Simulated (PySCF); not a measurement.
Simulated absorption spectrum

Species: C₂H₉BS.
Bonds: B1–S2, S2–C3, S2–C4. Hydrogens: H5, H6, H7 on B1; H8, H9, H10 on C3; H11, H12, H13 on C4.

Computed, not measured: TDDFT wB97X-D/def2-SVPD, vertical, gas phase, core orbitals frozen in the response (PySCF). Geometry: PBE0-D3(BJ)/def2-SVP; no solvent, vibrations or thermal averaging.

Computed states:

| state | E (eV) | f |
| --- | --- | --- |
| S1 | 7.08 | 0.016 |
| S2 | 7.58 | 0.012 |
| S3 | 7.90 | 0.0063 |
| S4 | 7.97 | 0.0008 |
| S5 | 8.08 | 0.108 |
| S6 | 8.21 | 0.159 |
| S7 | 8.26 | 0.062 |
| S8 | 8.42 | 0.046 |
| S9 | 8.57 | 0.0022 |
| S10 | 8.59 | 0.012 |

Each state is given a Gaussian of 0.5 eV full width at half maximum, with ε(max) = 2.175×10⁸ f / Δν̃ (Δν̃ the width in cm⁻¹). The width is an assumption, not a result. The curve ends short of the highest state used, and states not computed would add to its high-energy end.

Question: Give the broadened spectrum and its maxima.

Answer: 
λ (nm), ε (L mol⁻¹ cm⁻¹) and a bar:
```
    155.2      12504 ##############################
    156.6       9231 ######################
    158.0       6368 ###############
    159.4       4191 ##########
    160.8       2718 #######
    162.2       1809 ####
    163.6       1284 ###
    165.0        993 ##
    166.4        838 ##
    167.8        768 ##
    169.2        760 ##
    170.6        791 ##
    172.0        839 ##
    173.4        876 ##
    174.8        881 ##
    176.2        842 ##
    177.6        760 ##
    179.0        646 ##
    180.4        518 #
    181.8        392 #
    183.2        281 #
    184.6        190 
    186.0        123 
    187.4         75 
    188.8         44 
    190.2         25 
    191.6         13 
    193.0          7 
    194.4          3 
    195.8          2
```

Maxima: 174 nm (7.11 eV), ε about 880, made up of S1 (94%) (ε in L mol⁻¹ cm⁻¹; maxima over ε = 5, shares over 10%). At its high-energy end, 7.99 eV, the curve is still rising (ε about 13000, from S5, S6 and S7).

Question: On this curve, what absorbance would a 10⁻³ mol/L sample give at 193 nm over a 1 cm path?

Answer: 193 nm is 6.424 eV, where ε is about 6.9 L mol⁻¹ cm⁻¹, so A = ε c l ≈ 0.0069 (Beer–Lambert, with the gas-phase spectrum and the assumed width).

Question: What would ε be at 7.11 eV, the highest of these maxima, with half the width (0.25 eV)?

Answer: About 1620 L mol⁻¹ cm⁻¹ against 884, a factor of about 1.8; a lone state at its own centre would give exactly 2.

Question: Coming from long wavelengths, where does ε first pass 100 L mol⁻¹ cm⁻¹?

Answer: At about 187 nm (6.64 eV), 0.44 eV below S1.

The vertical ionisation energy (ΔSCF) is 10.09 eV, 1.50 eV above S10.
